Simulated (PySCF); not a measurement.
# Structure elucidation problem

An unknown has the formula C3H13ClO2Si3. Its calculated NMR data are:

$^{1}$H NMR (300 MHz, computed): δ 5.43 (m, 1H), 5.25 (m, 1H), 5.25 (s, 3H), 4.96 (m, 1H), 4.19 (m, 1H), 1.36 (d, 3H), 1.23 (d, 3H).

$^{13}$C{$^{1}$H} NMR (computed): δ 69.9, 28.5, 27.3.

Theoretical values (PySCF 2.14.0 with density-fitted response routines): geometry: GFN2-xTB, GIAO PBE0/pcSseg-1 shieldings. Rapidly exchanging positions averaged, non-relativistic Hamiltonian, single conformer, no solvent.

Chemical shifts δ = σref − σ; $^{1}$H (σref 31.72), $^{13}$C (σref 186.93) against TMS, all at this level.

**Question.** What is the structure?

**Answer.** 
1. Rings plus π bonds: 0.
2. 3 carbon signals for 3 carbons: no two carbons are equivalent.
3. Carbon types of the structure: 1 × CH, 2 × CH3, leaving 6 H on heteroatoms.
4. δC 69.9: sp3 CH bonded to O; pulled downfield by the heteroatom.
5. δC 28.5, 27.3: methyl carbon; aliphatic region, no heteroatom directly attached.
6. δH 5.43: hydrogen on a silicon bonded to 2 O, Si.
7. δH 5.25, 4.96: hydrogen on a silicon bonded to Cl, Si.
8. δH 5.25: hydrogen on a silicon bonded to O.
9. δH 4.19: hydrogen on an sp3 CH bonded to O; its carbon carries O, an electronegative neighbour.
10. δH 1.36, 1.23: hydrogen on a methyl carbon.

The compound is `CC(C)O[Si@H](O[SiH3])[SiH2]Cl`.

The data come from this structure; uniqueness wasn't tested.

Shifts are as computed. Against solution values, carbons near 30 ppm lie about +3 ppm off and those near 130 ppm about +5 ppm. Of 1211 compounds with measured shifts, 218 miss one by over three times the rms of a fit or turn the order of signals round; such compounds aren't used in these exercises. Multiplicities follow the n + 1 count of equivalent neighbours, as no J values were calculated; m marks all less simple cases, F and P coupling included.
